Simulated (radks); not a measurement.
Results of a calculation; reference values are marked as such.
Kinetic energies: the exact non-interacting value of the Kohn-Sham orbitals and orbital-free approximations, as 100 (|E| - |E exact|)/|E exact|, negative where the magnitude is too small. Species: S+ [Ne] 3s2 3p3; Mg [Ne] 3s2; Ar [Ar]. Level of theory: non-relativistic Kohn-Sham, LDA (Slater exchange, Perdew-Wang correlation), spin-polarised, spherical densities, point nucleus (a radial shooting solver on a logarithmic mesh with Libxc functionals). Every spin shell is full or empty, so the densities are truly spherical. Functionals are evaluated on that one density, not self-consistently.

functional            S+       Mg       Ar
exact (hartree)  395.558  198.540  524.967
Thomas-Fermi       -7.27    -7.95    -7.06
von Weizsacker    -39.32   -33.93   -41.70
TF + vW           +53.40   +58.12   +51.24
TF + vW/9          -0.53    -0.61    -0.59
TF + vW/5          +4.86    +5.27    +4.60
LC94               +0.16    +0.03    +0.14
APBEK              +0.29    +0.17    +0.26
revAPBEK           +0.65    +0.60    +0.59
Perdew 92          -0.52    -0.59    -0.57
Thakkar            -0.05    -0.08    -0.12
Pearson            -1.55    -2.01    -1.43
LKT               +30.56   +33.91   +28.99
PG1               +24.74   +27.67   +23.35
DePristo-Kress     +0.06    -0.15    +0.06
Ernzerhof          +0.09    +0.14    -0.03
